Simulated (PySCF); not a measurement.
## Electron correlation in Mn³⁺ (manganese, charge +3)

[Ar] 3d4, high-spin 5D determinant. All numbers are calculated (PySCF 2.14, scalar relativity by spin-free X2C-1e, in x2c-TZVPPall with one added diffuse shell each of s, p, d, f type (7s6p5d3f1g, 80 functions)). Frozen: [Ne]; 12 electrons correlated.

```
  level  correlation energy (mhartree)
   CCSD                        -343.29
    (T)                          -5.33
CCSD(T)                        -348.62
```

Diagnostics: T1 = 0.0036, D1 = 0.0085, largest double amplitude 0.028.

Cost of the coupled-cluster step: roughly 40 core-seconds, for 12 correlated electrons.

This basis was not built for core-valence correlation, so the inner-shell part is incomplete.
